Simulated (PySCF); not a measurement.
Vertical excitations of a molecule C4H4Cl2 from PySCF with TDDFT-PBE0/def2-SVPD, as energy in eV (oscillator strength): 6.18 (0.000), 6.35 (0.310), 6.63 (0.020), 6.93 (0.000), 7.10 (0.000), 7.30 (0.000), 7.41 (0.000), 7.53 (0.001), 7.79 (0.005), 8.07 (0.011). Lowest triplet (TDA): 3.94 eV. Geometry: B3LYP-D3(BJ)/def2-SVP. One conformer was computed; it need not be the lowest.

**Question.** Which molecule gave these data?
(A) ClC1=C(Cl)CC1
(B) ClC=C=CCCl
(C) CC(Cl)=C=CCl
(D) Cl/C=C\C=C/Cl

**Answer.** A, ClC1=C(Cl)CC1
